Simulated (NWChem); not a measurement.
System: CH6BFOSi; SMILES CB(F)O[SiH3]

The following NWChem deck was run.

```
start job
memory heap 200 mb stack 900 mb global 1100 mb
geometry units angstroms
  B      0.119747     0.230095     0.890987
  F     -0.322850    -0.414301     1.979537
  C      0.959017     1.560469     1.096690
  H      1.265395     2.008469     0.156787
  H      1.850701     1.360059     1.686451
  H      0.379820     2.294149     1.652717
  O     -0.189467    -0.312757    -0.267916
  Si    -0.229037    -0.447846    -1.877515
  H      0.465111     0.681742    -2.503894
  H     -1.651449    -0.445609    -2.206912
  H      0.453054    -1.708983    -2.153486
end
basis spherical
  * library def2-svp
end
dft
  xc xpbe96 cpbe96
  disp vdw 4
  iterations 150
end
driver
  maxiter 120
end
task dft optimize
task dft freq
```

The level has its own optimisation; frequencies are unscaled.

Predict the main results of this run. (PBE-D3(BJ)/def2-SVP.) Quantities: r B–F (Å); r B–C (Å); r B–O (Å); r O–Si (Å); highest harmonic frequency (cm⁻¹); lowest (cm⁻¹); zero-point energy (kcal/mol); dipole (D).


* **r B–F (Å)**: 1.346
* **r B–C (Å)**: 1.575
* **r B–O (Å)**: 1.363
* **r O–Si (Å)**: 1.684
* **highest harmonic frequency (cm⁻¹)**: 3090
* **lowest (cm⁻¹)**: -10
* **zero-point energy (kcal/mol)**: 44.8
* **dipole (D)**: 1.97
